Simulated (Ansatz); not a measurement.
Abridged output of a molecular run in Ansatz:

```
Functional definition: HF
1806 factors; integrals over basis functions are off by at most 1.2e-3 eV
mean field evaluation 1: about -19064.7220 eV, gradient 4.2e1 eV
mean field evaluation 2: about -19064.9398 eV, gradient 4.2e1 eV
mean field evaluation 4: about -19069.7107 eV, gradient 4.3e0 eV
mean field evaluation 8: about -19069.7939 eV, gradient 2.7e-1 eV
mean field -19069.79430575 eV, -700.8020147653 hartree, gradient 6.4e-6 eV, S^2 0.000000; 0 other end points of the search recorded, 0 dependent functions left out
13 core orbitals not correlated: weight in the atoms' cores, before any rotation towards them, 1.000 or more for the frozen orbitals, at most 0.000 for the correlated occupied ones
reference -19069.79430575 eV, -700.8020147653 hartree; 15, 15 occupied and 289, 289 virtual orbitals, 1806 factors
second order -20.40342216 eV of doubles, -0.00000000 eV of singles
cycle   1  -21.60892948 eV  change    -1.2e0 eV  update   1.0e-1
cycle   2  -22.23180901 eV  change   -6.2e-1 eV  update   3.2e-2
cycle   3  -22.32582894 eV  change   -9.4e-2 eV  update   1.5e-2
cycle   4  -22.31551787 eV  change    1.0e-2 eV  update   4.5e-3
cycle   5  -22.31476433 eV  change    7.5e-4 eV  update   2.0e-3
cycle   6  -22.31467449 eV  change    9.0e-5 eV  update   5.9e-4
cycle   7  -22.31453617 eV  change    1.4e-4 eV  update   2.1e-4
cycle   8  -22.31461562 eV  change   -7.9e-5 eV  update   8.0e-5
cycle   9  -22.31463688 eV  change   -2.1e-5 eV  update   2.5e-5
perturbative correction -0.85113988 eV, -0.0312788137 hartree
Total energy: -19092.96008250 eV, -701.6533413588 hartree
```

Its atoms:

Z-matrix (Å, degrees):
```
Si
B 1 2.027
H 1 1.491 2 112.1
H 1 1.493 2 110.8 3 119.1
H 1 1.494 2 112.1 3 -121.0
C 2 1.569 1 121.6 3 -54.3
N 2 1.394 1 118.2 3 124.1
Si 6 1.879 2 110.6 1 88.8
H 6 1.097 2 112.4 1 -152.0
H 6 1.094 2 112.3 1 -30.3
H 7 1.006 2 123.5 1 -0.8
H 7 1.009 2 123.2 1 179.8
H 8 1.487 6 111.0 2 -55.3
H 8 1.489 6 111.0 2 -175.8
H 8 1.489 6 110.0 2 64.5
```

**Question.** Which basis set was used?
A. def2-TZVPP
B. def2-TZVPPD
C. cc-pV(Q+d)Z
D. def2-QZVPP

**Answer.** A. It gives 317 functions.

**Question.** Write the keys of the input that set method, charge and spin (a neutral closed shell needs none for the last two).

**Answer.** 
```yaml
correlation: {method: ccsd_t}
```
